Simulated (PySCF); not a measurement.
# Assigning NMR signals

Numbering as in the mapped SMILES `[CH3:1][NH:2][SiH2:3][O:4][Si@H:5]1[CH:6]=[CH:7][SiH2:8][NH:9]1`; H(Xn) means a hydrogen on atom n. Ha(Si8) is cis to O4 on the ring; Ha(Si3) is pro-R; Hb(Si3) is pro-S; Hb(Si8) is trans to O4 on the ring.

Theoretical values (PySCF 2.14.0 with density-fitted response routines): shielding tensors at PBE0/pcSseg-1 (GIAO), GFN2-xTB geometry. One conformer, one averaged value for each set of equivalent atoms, non-relativistic, isolated molecule.

Referencing at the same level of theory: TMS for 13C (σref 186.93), 1H (σref 31.72).

Question: Assign these signals to the numbered atoms. 13C{1H} NMR (computed): δ 157.7 (CH), 156.2 (CH), 27.9 (CH3).

Answer: 
157.7 → C6, alkene CH: an sp2 carbon of a C=C bond
156.2 → C7, alkene CH
27.9 → C1, methyl carbon bonded to N: pulled downfield by the heteroatom

C6 and C7 lie closer than the usual error of such a calculation, so a measured spectrum could show them in the other order.

Question: Assign these signals to the numbered atoms. 1H NMR (300 MHz, computed): δ 7.42 (m, 1H), 7.31 (m, 1H), 5.32 (m, 1H), 5.27 (m, 1H), 5.23 (m, 1H), 5.13 (m, 1H), 5.07 (m, 1H), 2.72 (s, 3H), 0.46 (br s, 1H), 0.08 (br s, 1H).

Answer: 
7.42 → H(C7), hydrogen on an alkene CH: attached to an sp2 carbon and in the plane of the double bond
7.31 → H(C6), hydrogen on an alkene CH
5.32 → H(Si5), hydrogen on a silicon bonded to C, N, O, in a 5-membered ring
5.27 → Ha(Si8), hydrogen on a silicon bonded to C, N, in a 5-membered ring
5.23 → Hb(Si3), hydrogen on a silicon bonded to N, O
5.13 → Hb(Si8), hydrogen on a silicon bonded to C, N, in a 5-membered ring
5.07 → Ha(Si3), hydrogen on a silicon bonded to N, O
2.72 → H(C1), hydrogen on a methyl carbon bonded to N: its carbon carries N, an electronegative neighbour
0.46 → H(N9), hydrogen on a nitrogen bonded to 2 Si, in a 5-membered ring: labile proton, position sensitive to the medium
0.08 → H(N2), hydrogen on a nitrogen bonded to C, Si: exchangeable, gas-phase position

H(C7) and H(C6); H(Si5) and Ha(Si8); Ha(Si8) and Hb(Si3); Hb(Si3) and Hb(Si8); Hb(Si8) and Ha(Si3) lie closer than the usual error of such a calculation, so a measured spectrum could show them in the other order.

The OH or NH signal is concentration- and solvent-dependent in practice; the value given is the gas-phase one. Shifts are as computed. Against solution values, carbons near 30 ppm lie about +3 ppm off and those near 130 ppm about +5 ppm. Of 1309 compounds with measured shifts, 239 miss one by over three times the rms of a fit or turn the order of signals round; such compounds aren't used in these exercises. No couplings were computed; multiplicities are counted from neighbouring protons, with m where these are inequivalent, close in shift, in a saturated or five-membered ring or joined by F or P, and br s for small geminal =CH2 splittings.
